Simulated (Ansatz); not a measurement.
Results of the Gaussian-basis code of Ansatz.

Basis-set series for `N[CH2][SnH2][NH2]`. The species carries charge 0 and has multiplicity 1. Sn: def2 effective core potential. All single points use the PBE0-D4/def2-TZVP geometry. It is one conformer, not always the lowest.

| functional | basis | functions | energy (Eh) | HOMO (eV) | LUMO (eV) |
| --- | --- | --- | --- | --- | --- |
| PBE0-D4 | def2-SVP | 108 | -366.39954 | -6.32 | 0.79 |
| PBE0-D4 | def2-QZVPP | 493 | -366.60692 | -6.63 | 0.05 |
| ωB97M-V | def2-SVP | 108 | -366.43194 | -8.60 | 2.47 |
| ωB97M-V | def2-QZVPP | 493 | -366.64842 | -8.91 | 1.16 |

Task: Give the rows for def2-TZVPP. (Best estimate.)

Result: The calculation gave: 
| functional | basis | functions | energy (Eh) | HOMO (eV) | LUMO (eV) |
| --- | --- | --- | --- | --- | --- |
| PBE0-D4 | def2-TZVPP | 255 | -366.59491 | -6.58 | 0.22 |
| ωB97M-V | def2-TZVPP | 255 | -366.63664 | -8.87 | 1.56 |

Positive LUMOs are unbound and depend on the basis.
